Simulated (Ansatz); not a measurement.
C2H5Br3Ge⁺, that is GeEtBr3 with one electron fewer. Charge 1, multiplicity 2. Geometry PBE-D4/def2-SVP; atoms count from 1.

Cartesian coordinates in Å:
```
Ge -1.407 -0.231 -0.026
C 0.444 -0.478 -0.637
C 1.467 0.344 0.133
H 0.389 -0.231 -1.719
H 0.593 -1.577 -0.552
H 2.472 0.128 -0.284
H 1.297 1.434 0.032
H 1.496 0.085 1.209
Br -1.963 2.068 0.475
Br -1.642 -0.257 2.381
Br -3.147 -1.284 -1.013
```

Question: Estimate the Mulliken populations from the PBE0/def2-TZVP orbitals of Ansatz.

Answer: 
| atom | charge (e) | spin (α − β) |
| --- | --- | --- |
| Ge1 | 0.64 | -0.05 |
| C2 | -0.24 | -0.01 |
| C3 | -0.37 | 0.00 |
| H4 | 0.20 | 0.00 |
| H5 | 0.20 | 0.00 |
| H6 | 0.19 | 0.00 |
| H7 | 0.16 | 0.00 |
| H8 | 0.16 | 0.00 |
| Br9 | 0.06 | 0.53 |
| Br10 | 0.06 | 0.53 |
| Br11 | -0.06 | 0.00 |
Mulliken values depend strongly on the basis.

Question: Where does the spin sit?

Answer: Summed by element: Ge -0.05, C 0.00, H 0.00, Br 1.05, of 1 unpaired in all. Largest on single atoms: Br10 0.53, Br9 0.53, Ge1 -0.05.

Question: And the Mayer bond orders between heavy atoms (over 0.3)?

Answer: Ge1–C2 0.88 (1.96 Å); Ge1–Br9 0.80 (2.42 Å); Ge1–Br10 0.80 (2.42 Å); Ge1–Br11 1.22 (2.26 Å); C2–C3 0.99 (1.52 Å); Br9–Br10 0.47 (3.02 Å).
